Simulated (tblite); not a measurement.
Species: C₅H₁₂Si₂.
SMILES with atom numbers: `[CH3:1][CH:2]([CH3:3])[SiH2:4][C:5]#[C:6][SiH3:7]` (hydrogens: H8, H9, H10 on C1; H11 on C2; H12, H13, H14 on C3; H15, H16 on Si4; H17, H18, H19 on Si7)

Computed with GFN2-xTB (tblite), gas phase: nudged elastic band of 9 images (0 to 8), spring 0.2 eV/Å², climbing image at the end, force threshold 0.05 eV/Å. The top image wasn't refined or checked by frequencies; at this threshold it can lie a kcal/mol or more above the true saddle point of the method.

The band describes a rotation about C2–Si4 (sp3 carbon bound to silicon, SiH2 silicon), followed by the dihedral C3–C2–Si4–C5, from the optimised start (-62°) to a second optimised geometry at 58°.

**Question.** Give the energy profile along the converged band.

**Answer.** 
```csv
image,dihedral (°),E (kcal/mol),C2–Si4 (Å),C3···C5 (Å),largest true force (eV/Å)
0,-62,0.00,1.913,3.44,0.01
1,-47,0.25,1.913,3.28,0.04
2,-32,0.78,1.916,3.16,0.04
3,-17,1.31,1.920,3.09,0.04
4,-2,1.55,1.921,3.06,0.04
5,13,1.37,1.920,3.08,0.03
6,28,0.89,1.917,3.15,0.03
7,43,0.39,1.914,3.26,0.03
8,58,0.16,1.913,3.41,0.01
```

Barriers of this band. The top is image 4 at -2°: 1.55 kcal/mol forward and 1.39 kcal/mol back; the end lies 0.16 kcal/mol above the start. The central bond is 0.008 Å longer at the top than at the start.

**Question.** What rate follows at 298 K for crossing this barrier forward?

**Answer.** Taking the electronic barrier for the free energy of activation (no zero-point or entropy terms, transmission 1), rate = (kT/h)·exp(−ΔE/kT) ≈ 5 × 10^11 s⁻¹, whose inverse is 2 × 10^-12 s. An error of 1 kcal/mol in the barrier changes this by a factor of 5, and the method and the loose band can each miss by that much or more. The barrier is only 2.6 kT, where transition-state theory is rough.

**Question.** How would the two end points share their population at 298 K, from these energies alone?

**Answer.** exp(−ΔE/kT) with ΔE = 0.007 eV gives 0.76 for the higher one (end) against 1 for the lower, without vibrational, rotational or degeneracy terms. GFN2-xTB can put conformers this close in the wrong order.

**Question.** How long is the path, and how are the images spaced?

**Answer.** Cartesian distances between aligned neighbours (all atoms, Å): 1.11, 1.11, 1.10, 1.10, 1.10, 1.10, 1.10, 1.16; the sum is 8.87 Å, and the top lies 50 % of the way along.

What follows is the cost of the whole band run. The run took 3.2 s wall on Intel Xeon Platinum 8488C, one thread, shared host with 192 logical CPUs at a one-minute load of 39, and the process peaked at 0.19 GiB of memory.
